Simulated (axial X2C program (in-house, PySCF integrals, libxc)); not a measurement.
CoCl⁻: properties at the nuclei

Calculated with an axial X2C code built on PySCF integrals: two-component X2C with atomic mean-field Coulomb and Gaunt terms, Gaussian nuclei, basis Co dyall-acv3z, Cl dyall-av3z with contracted cores.

R = 2.227 Å (near the PBE0 minimum at charge -1 of the determinant lowest at the starting distance; the state shown can have its own minimum elsewhere).

Input and command:
```json
{"zs": [27, 17], "q": -1, "bas": ["dyall-acv3z", "dyall-av3z"], "r0": 2.1, "levels": ["PBE0", "HF", "r2SCAN", "B3LYP", "BP86"], "nst": 3}
```
```bash
python soeom.py task.json out
```

Keys: zs atomic numbers; q charge; bas basis sets; r0 starting distance in Å; levels methods; nst determinants followed.

Determinant lowest in the PBE0 search, Ω = 9/2 (⟨Sz⟩ = 1.50, ⟨Lz⟩ = 3.00 at PBE0), spin on the atoms Co 1.48, Cl 0.02:

```json
{"level": "PBE0", "Eeff magnitude (GV/cm)": "0.432", "Ws magnitude Co (kHz)": "0.0426", "Ws magnitude Cl (kHz)": "0.00547", "A∥/gI Co (MHz)": "414", "qzz Co (a.u.)": "-0.81", "A∥/gI Cl (MHz)": "16.8", "qzz Cl (a.u.)": "0.80"}
{"level": "HF", "Eeff magnitude (GV/cm)": "0.208", "Ws magnitude Co (kHz)": "0.0134", "Ws magnitude Cl (kHz)": "0.000445", "A∥/gI Co (MHz)": "427", "qzz Co (a.u.)": "-0.14", "A∥/gI Cl (MHz)": "4.4", "qzz Cl (a.u.)": "0.40"}
{"level": "r2SCAN", "Eeff magnitude (GV/cm)": "0.518", "Ws magnitude Co (kHz)": "0.0487", "Ws magnitude Cl (kHz)": "0.00648", "A∥/gI Co (MHz)": "450", "qzz Co (a.u.)": "-1.09", "A∥/gI Cl (MHz)": "20.5", "qzz Cl (a.u.)": "0.76"}
{"level": "B3LYP", "Eeff magnitude (GV/cm)": "0.482", "Ws magnitude Co (kHz)": "0.0462", "Ws magnitude Cl (kHz)": "0.00619", "A∥/gI Co (MHz)": "431", "qzz Co (a.u.)": "-0.82", "A∥/gI Cl (MHz)": "19.5", "qzz Cl (a.u.)": "0.80"}
{"level": "BP86", "Eeff magnitude (GV/cm)": "0.555", "Ws magnitude Co (kHz)": "0.0526", "Ws magnitude Cl (kHz)": "0.00655", "A∥/gI Co (MHz)": "456", "qzz Co (a.u.)": "-1.02", "A∥/gI Cl (MHz)": "22.7", "qzz Cl (a.u.)": "0.86"}
```

Eeff is the effective electric field on the electron electric dipole moment in this Ω state and Ws the scalar–pseudoscalar constant of the nucleus named (defined with the proton number Z and per Ω); A∥ (defined per Ω) follows by multiplying with gI = μI/(I μN); qzz is the electric field gradient, eQq0 = 234.96 MHz × Q/barn × qzz. The operators were transformed with the bare-nucleus X2C matrices; with these basis sets, hyperfine constants and field gradients can be off by tens of per cent, and where levels differ in sign neither size nor sign is settled.

Problem. With gI(59Co) = 1.3220 (g factors from the IAEA table of nuclear moments by Stone), turn the PBE0 values of the first state into constants in MHz.

Solution. A∥(59Co) = 414 × 1.3220 = 547 MHz.

Each state is one determinant with collinear spin, which with several unpaired electrons need not be a pure state. Unrestricted Hartree–Fock can overshoot spin polarisation at the nuclei. In the state Ω = 9/2 the sign of Eeff differs between levels (HF against PBE0). For an anion, determinants above electron detachment, or with a positive highest level, are held by the basis set. With several open shells hyperfine constants can be off by a factor of several. Where Eeff spreads by more than a factor of two the levels disagree and none is to be relied on. At r2SCAN a later determinant lies lower. States lie within half an eV, so the first need not be the ground state. The sign of Ws at Co differs between levels in the first state. The sign of Ws at Cl differs between levels in the first state. Further determinants of the search, some of them spin-mixed, are not shown. Where a field gradient or hyperfine factor spreads by more than a factor of two over the levels, a constant derived from it is not to be relied on.
